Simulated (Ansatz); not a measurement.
One change: `BC(C)([SiH3])C#N` becomes `B[C](C)([AlH2])[SiH3]`.

Ansatz, PBE0-D4/def2-TZVP geometries, multiplicity 1. 

```tsv
property	`BC(C)([SiH3])C#N`
LUMO energy (ωB97M-V/def2-TZVPP) / eV	-0.19
size of the dipole moment (ωB97M-V/def2-TZVPP) / D	3.94
HOMO energy (PBE0/def2-TZVPP) / eV	-8.44
HOMO–LUMO gap (PBE0/def2-TZVPP) / eV	6.35
HOMO–LUMO gap (B3LYP/def2-TZVPP) / eV	5.94
LUMO energy (B3LYP/def2-TZVPP) / eV	-2.29
```

Q: Give the same properties after the change, and the shifts. (An estimate is asked.)

A: The calculation gave: 
```
                                          property  `B[C](C)([AlH2])[SiH3]`  shift
             LUMO energy (ωB97M-V/def2-TZVPP) / eV                     0.63   0.82
size of the dipole moment (ωB97M-V/def2-TZVPP) / D                     1.74  -2.20
                HOMO energy (PBE0/def2-TZVPP) / eV                    -7.67   0.77
              HOMO–LUMO gap (PBE0/def2-TZVPP) / eV                     6.60   0.25
             HOMO–LUMO gap (B3LYP/def2-TZVPP) / eV                     6.21   0.27
               LUMO energy (B3LYP/def2-TZVPP) / eV                    -1.24   1.05
```

With PBE0 the HOMO rises by 0.77 eV and the LUMO rises by 1.03 eV, so the gap widens by about 0.26 eV. PBE moves the HOMO by 0.66 eV and ωB97M-V by 0.82 eV. Dipoles are sizes alone; their direction can turn.

B3LYP here is the variant with VWN-RPA as its local correlation; programs differ in this.
